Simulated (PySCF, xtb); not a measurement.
C2H9FSi3, SMILES [C@H]1([SiH3])[SiH2][Si@H](F)C1.

Harmonic wavenumbers (cm⁻¹) from GFN2-xTB (xtb) at its own minimum, in rising order: 34, 117, 120, 149, 180, 261, 367, 375, 422, 476, 492, 513, 552, 618, 627, 659, 718, 735, 778, 786, 791, 802, 814, 852, 1007, 1065, 1084, 1212, 1250, 1490, 2184, 2198, 2231, 2238, 2253, 2263, 2921, 2966, 2992.

Problem. What does PBE0-D3(BJ)/def2-SVP run with PySCF give at its own minimum? (The exact figures need the calculation; the answer reports its results.)

Solution. 57, 133, 145, 155, 194, 253, 347, 414, 479, 510, 582, 605, 651, 664, 716, 751, 794, 817, 834, 898, 916, 933, 939, 946, 978, 1027, 1080, 1157, 1251, 1406, 2209, 2215, 2220, 2225, 2230, 2236, 3047, 3072, 3126. Paired by order, the mean absolute difference is 58 cm⁻¹ and the zero-point energies are 59.5 and 61.8 kcal/mol.
